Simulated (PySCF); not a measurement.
Choosing a molecule for a target property.

Each SMILES stands for a single optimised conformer of the isolated species, non-relativistic unless stated; the electronic structure was computed with PySCF and density fitting.

Dipoles, sizes and rotational constants follow the conformer. The torsions of the flexible species, by atom-mapped SMILES:
- `[CH3:1][C@@H:2]1[CH:3]=[CH:4][CH:5]=[C:6]1[S:7](=[O:8])(=[O:9])[OH:10]`: C5–C6–S7–O8 21°, H–O10–S7–C6 115°
- `[PH2:1][PH:2][PH2:3]`: H–P1–P2–P3 88°, H–P1–P2–P3 180°, H–P3–P2–P1 -88°, H–P3–P2–P1 180°
- `[CH3:1][O:2][Si@H:3]1[CH2:4][C:5]([CH:6]2[CH2:7][CH2:8]2)=[C:9]1[F:10]`: C1–O2–Si3–C4 -172°, C4–C5–C6–C7 34°
- `[CH2:1]=[CH:2][Si@H:3](/[CH:4]=[CH:5]\[CH:6]=[CH:7]\[F:8])[O:9][CH3:10]`: C1–C2–Si3–C4 96°, C2–Si3–C4–C5 63°, C4–C5–C6–C7 -179°, C2–Si3–O9–C10 -64°
- `[CH3:1][O:2][CH2:3][C:4](=[O:5])[NH:6][SiH2:7][SiH3:8]`: C1–O2–C3–C4 -78°, O2–C3–C4–O5 155°, C3–C4–N6–Si7 -179°, C4–N6–Si7–Si8 1°

Question: Wanted: HOMO–LUMO gap between 5.6 eV and 7 eV (PBE0/pcSseg-1) and smallest rotational constant above 0.7 GHz (GFN2-xTB), at GFN2-xTB geometries. Which candidate meets both?
A. `COCC(=O)N[SiH2][SiH3]` (C3H11NO2Si2)
B. `C[C@@H]1C=CC=C1S(=O)(=O)O` (C6H8O3S)
C. `PPP` (P3H5)
D. `C=C[Si@H](/C=C\C=C\F)OC` (C7H11FOSi)
E. `CO[Si@H]1CC(C2CC2)=C1F` (C7H11FOSi)

Answer: C. Computed values:
```csv
species,HOMO–LUMO gap,smallest rotational constant
C[C@@H]1C=CC=C1S(=O)(=O)O (C6H8O3S),5.53 eV,0.808 GHz
C=C[Si@H](/C=C\C=C\F)OC (C7H11FOSi),5.69 eV,0.425 GHz
PPP (P3H5),6.35 eV,2.217 GHz
CO[Si@H]1CC(C2CC2)=C1F (C7H11FOSi),6.71 eV,0.536 GHz
COCC(=O)N[SiH2][SiH3] (C3H11NO2Si2),7.29 eV,0.653 GHz
```
